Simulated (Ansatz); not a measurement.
Mulliken charges of `[GeH3][O]C[TeH]` from PBE/def2-TZVPP in Ansatz (PBE0-D4/def2-TZVP geometry).

| atom | x (Å) | y (Å) | z (Å) | charge (e) |
| --- | --- | --- | --- | --- |
| Ge1 | 0.323 | 1.695 | 0.425 | 0.259 |
| O2 | 0.547 | -0.082 | 0.414 | -0.319 |
| C3 | -0.485 | -0.863 | -0.091 | -0.203 |
| Te4 | 0.014 | -2.958 | -0.036 | 0.049 |
| H5 | 0.099 | 2.166 | -1.024 | -0.016 |
| H6 | 1.621 | 2.240 | 1.024 | 0.004 |
| H7 | -0.909 | 2.028 | 1.286 | -0.017 |
| H8 | -0.723 | -0.635 | -1.135 | 0.137 |
| H9 | -1.405 | -0.792 | 0.502 | 0.132 |
| H10 | 1.003 | -2.850 | -1.362 | -0.025 |

Q: By hand: the dipole of these point charges (1 e Å = 4.8032 D).

A: Σ q r = (-0.281, 0.315, -0.062) e Å, of length 0.427 e Å = 2.05 D.

Q: How does the dipole of the full density compare? (Best estimate.)

A: The calculation gave: (-0.157, 0.380, -0.065) e Å, 2.00 D; the point charges give 1.02 times that, at 19° from its direction.

Point charges leave out the atoms' own dipoles, such as those of lone pairs, and Mulliken's split depends on the basis, so the two needn't agree.
